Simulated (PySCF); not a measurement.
## A search over the determinants of TeO

Unrestricted PBE0; Te aug-cc-pVDZ-PP with ECP28, O aug-cc-pVDZ; scalar-relativistic core potentials (PySCF 2.14). Outer shells of the fragments: Te 4d10 5s2 5p4; O 2s2 2p4.

Followed along the bond (rough minima from three points):

```csv
2Ms+1,unpaired,⟨S²⟩ at the start,R at minimum (Å),Te (eV)
3,π ↑↑,2.01,1.85,0.00
1,π ↑↓,1.01,1.85,0.29
1,none,0.00,1.85,1.15
5,"σ ↑, π ↑↑↑",6.01,none in the scan,≤ 3.46
```

Solutions found at the starting distance of 1.920 Å, counted from the lowest of them; the search is not exhaustive and high or unbound solutions are not listed, so other states can lie among these:

| 2Ms+1 | unpaired | term | E (eV) | ⟨S²⟩ | ⟨Lz²⟩ | μ (D) |
| --- | --- | --- | --- | --- | --- | --- |
| 3 | π ↑↑ | ³Σ⁻ | 0.00 | 2.01 | 0.00 | -3.11 |
| 1 | π ↑↓ | mixed | 0.29 | 1.01 | 2.02 | -3.12 |
| 1 | none | mixed | 1.13 | 0.00 | 2.00 | -3.08 |
| 3 | π ↑↑ | mixed | 2.37 | 2.01 | 2.01 | -1.25 |
| 3 | σ ↑, π ↑ | ³Π | 3.47 | 2.01 | 1.01 | -2.20 |
| 1 | σ ↓, π ↑ | mixed | 3.65 | 1.33 | 1.17 | -1.83 |

A term symbol is given only where ⟨S²⟩ and ⟨Lz²⟩ are close to those of a pure state; real π, δ and φ orbitals otherwise mix terms. A positive dipole means Te(−)O(+).

Spin–orbit coupling is left out. Counting both spins, an empty level lies below a filled one in some of these solutions, because spin and occupation are held.
